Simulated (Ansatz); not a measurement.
C₄H₄N (SMILES c1cc[n-]c1), charge -1, singlet, at a GFN2-xTB geometry (a gas-phase anion, which may not be bound at this level); R2SCAN/def2-SV(P) (Ansatz, a quantum-chemistry and plane-wave program).

Here is a job for Ansatz.
Ansatz 0.2 input:
```yaml
crystal:
  periodic: [false, false, false]
  atoms:
    - {symbol: N, position_ang: [0.00135108, 0.00173308, 1.21751097]}
    - {symbol: C, position_ang: [-0.01500549, 1.06923896, 0.39319322]}
    - {symbol: C, position_ang: [0.01588149, -1.06811529, 0.39620139]}
    - {symbol: C, position_ang: [-0.01118107, 0.70029452, -0.93977087]}
    - {symbol: C, position_ang: [0.00909751, -0.70296717, -0.93779588]}
    - {symbol: H, position_ang: [-0.02908580, 2.07570398, 0.80242499]}
    - {symbol: H, position_ang: [0.03087320, -2.07341123, 0.80826457]}
    - {symbol: H, position_ang: [-0.02164288, 1.35671867, -1.80402983]}
    - {symbol: H, position_ang: [0.01764323, -1.36184916, -1.80020364]}
basis:
  gaussian:
    orbitals: def2-SV_P_.json
    final_grid: {core_spheres: 14, valence_spheres: 28, degree: 59}
hamiltonian:
  xc: r2scan
total_charge: -1
```
The basis file holds def2-SV(P) in the JSON format of the Basis Set Exchange.

What the program printed (banner, timings and long lists left out):

```
Functional definition: r2SCAN
1004 factors; their error is unknown
mean field evaluation 1: about -5691.7863 eV, gradient 3.4e1 eV
mean field evaluation 2: about -5690.2389 eV, gradient 4.3e1 eV
mean field evaluation 4: about -5694.9380 eV, gradient 3.3e0 eV
mean field evaluation 8: about -5694.9123 eV, gradient 3.6e-1 eV
mean field evaluation 16: about -5694.9126 eV, gradient 8.6e-6 eV
mean field -5694.91256642 eV, -209.2841766655 hartree, gradient 6.2e-6 eV, S^2 0.000000; 0 other end points of the search recorded, 0 dependent functions left out
reference -5694.91257472 eV, -209.2841769707 hartree; 18, 18 occupied and 60, 60 virtual orbitals, 1004 factors
Total energy: -5694.91257472 eV, -209.2841769707 hartree
```
